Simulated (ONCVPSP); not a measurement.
**Before and after: ONCV potential for Tc (Z = 43)**

technetium (Tc), optimised norm-conserving Vanderbilt (ONCV), made with ONCVPSP 4.0.1 (PBE, scalar-relativistic). Core [Ar] 3d10, reference 4s2 4p6 4d6 5s1. Waves: 4s+5s: rc 1.45 bohr, ncon 4, nbas 8, qcut 7.2 1/bohr, 2 projectors; 4p: rc 1.25 bohr, ncon 4, nbas 8, qcut 5.4 1/bohr, 2 projectors, debl 2.9 Ha; 4d: rc 2.20 bohr, ncon 4, nbas 8, qcut 7.3 1/bohr, 2 projectors, debl 1.3 Ha. Local part: polynomial inside 0.80 bohr (lpopt 2, dvloc0 -1 Ha). Core correction: Teter function, fcfact 3.75, rcfact 1.55.

All-electron outer shells of the reference configuration (PBE, scalar-relativistic, ld1.x):

```tsv
shell	level (eV)	outermost node (bohr)	outermost maximum (bohr)
3d	-246.58	–	0.31
4s	-70.33	0.50	0.95
4p	-42.44	0.51	1.03
4d	-4.47	0.50	1.29
5s	-4.17	1.29	2.83
```

Change: s: qcut 7.9; p: qcut 5.9; d: qcut 8.

Cutoffs: the cutoffs (Ha) at which the residual kinetic energy of the hardest occupied pseudo-wave falls to 1 and 0.1 mHa per electron; they do not see the model core or the augmentation charge, which bear on the density cutoff. Errors are all-electron minus pseudo energies relative to the spin-unpolarised reference configuration.

Q: How do hardness, ghosts and transferability respond?

A: The potential gets neither clearly harder nor softer (106 Ha and 132 Ha → 100 Ha and 131 Ha); of the 4 tests that both files solve, the error grows in 0 and shrinks in 3 by more than 15 % and 0.3 meV (median size 3.5 → 2.3 meV); the range in which the s phases agree widens (upper end 3.7 → at the end of the scan); neither file shows a bound ghost.

```csv
quantity,base,changed
"cutoff, loose",106 Ha,100 Ha
"cutoff, tight",132 Ha,131 Ha
loose cutoff by channel,"s 22 Ha, p 106 Ha, d 18 Ha","s 24 Ha, p 100 Ha, d 19 Ha"
bound ghosts,none,none
GHOST(+) flags under 300 eV,s at 189.4 eV,s at 198.2 eV
"error for 4s2 4p6 4d5 5s2, meV [ΔE 0.94 eV]",+4.6,+3.1
"error for 4s2 4p6 4d5 5s1, meV [ΔE 9.09 eV]",+2.5,+1.5
"error for 4s2 4p6 4d5 5s0, meV [ΔE 23.94 eV]",-1.3,-1.5
"error for 4s1 4p6 4d5 5s2, meV [ΔE 80.88 eV]",-91,-69
s: phases at 1.47 bohr within 0.05 rad from the reference energy up to (Ha; the scan ends near 5),3.7,to the end of the scan
p: phases at 1.27 bohr within 0.05 rad from the reference energy up to (Ha; the scan ends near 5),to the end of the scan,to the end of the scan
d: phases at 2.24 bohr within 0.05 rad from the reference energy up to (Ha; the scan ends near 5),to the end of the scan,to the end of the scan
"rms error of d²Exc/dni dnj with the model core, mHa",1.98,1.88
```
